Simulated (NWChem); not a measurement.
System: C$_{2}$H$_{8}$OSi; SMILES O(C[SiH3])C

Input file for NWChem:

```
start job
memory heap 200 mb stack 900 mb global 1100 mb
geometry units angstroms
  C      1.818135     0.144132     0.572625
  O      1.190236    -0.178078    -0.635390
  C     -0.075513     0.440596    -0.804728
  Si    -1.435463    -0.198403     0.385139
  H      2.802510    -0.320466     0.544179
  H      1.932024     1.230569     0.684916
  H      1.260604    -0.239354     1.436317
  H      0.037103     1.532773    -0.729957
  H     -0.351522     0.217076    -1.837520
  H     -1.299668     0.419573     1.708311
  H     -1.317795    -1.649922     0.497490
  H     -2.723426     0.197137    -0.183822
end
basis spherical
  * library def2-svp
end
dft
  xc xpbe96 cpbe96
  disp vdw 4
  iterations 150
end
driver
  maxiter 120
end
task dft optimize
task dft freq
```

The level has its own optimisation; frequencies are unscaled. Brackets give each atom's bonded neighbours.

Question: Predict the main results of this run. (PBE-D3(BJ)/def2-SVP.) Quantities: r C–O [C(HHHO)–O(CC)] (Å); r C–O [C(HHOSi)–O(CC)] (Å); r C–Si (Å); highest harmonic frequency (cm⁻¹); lowest (cm⁻¹); zero-point energy (kcal/mol); dipole (D).

Answer: 
- r C–O [C(HHHO)–O(CC)] (Å) = 1.408
- r C–O [C(HHOSi)–O(CC)] (Å) = 1.419
- r C–Si (Å) = 1.924
- highest harmonic frequency (cm⁻¹) = 3065
- lowest (cm⁻¹) = 66
- zero-point energy (kcal/mol) = 57.3
- dipole (D) = 1.06
